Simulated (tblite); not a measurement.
Cl₄SW, charge +1, doublet, geometry from GFN2-xTB (such geometries of metal compounds can be far from the true shape) (the multiplicity is a formal guess); GFN1-xTB (tblite).

tblite was given this input:
```
$ tblite run mol.xyz --method gfn1 --charge 1 --spin 1 --grad --json tblite.json --no-restart

# file mol.xyz
6

W      0.00110670    -0.00047700     0.00117363
S      1.53966532    -0.66360810     1.63277594
Cl    -1.46446458     0.63119598    -1.55302746
Cl     0.32912794     2.09336427     0.54810743
Cl     1.24014675    -0.93553112    -1.54199173
Cl    -1.55872427    -1.16238046     1.00507275
```

Q: What does tblite print? Leave out banner, timings and long lists.

A: 
```
xTB calculator
 | screened Coulomb repulsion
 | Coulomb electrostatics
 |  * isotropic Klopman-Ohno-Mataga-Nishimoto electrostatics
 |  * onsite third-order electrostatics
 | DFT-D3(BJ) dispersion correction

halogen bonding energy    0.0000000000000E+00 Eh
repulsion energy          6.5451894560055E-02 Eh
dispersion energy        -5.2743812213371E-03 Eh
number of electrons       3.9000000000000E+01 e
integral cutoff           3.6814730210589E+01 bohr

------------------------------------------------------------
  cycle        total energy    energy error   density error
------------------------------------------------------------
      1     -22.27871775027  -2.2338895E+01   7.6608623E-01
      2     -19.92666811791   2.3520496E+00   9.2109936E-01
      3     -22.43166952952  -2.5050014E+00   3.8544181E-01
      4     -22.58517562755  -1.5350610E-01   1.5816455E-01
      5     -22.61966203844  -3.4486411E-02   6.0467315E-02
      6     -22.62473506975  -5.0730313E-03   3.5913957E-03
      7     -22.62475935540  -2.4285652E-05   2.5927735E-03
      8     -22.62476704239  -7.6869906E-06   1.8865414E-03
      9     -22.62476794871  -9.0632001E-07   2.4970320E-04
     10     -22.62476803086  -8.2146954E-08   7.1977975E-05
     11     -22.62476803710  -6.2437593E-09   1.9186031E-05
------------------------------------------------------------

electronic energy        -2.2684945550440E+01 Eh
total energy             -2.2624768037102E+01 Eh

Post processing:
 | Mayer-Wiberg bond orders

[Info] Tight-binding results written to 'tblite.txt'
[Info] JSON dump of results written to 'tblite.json'
```
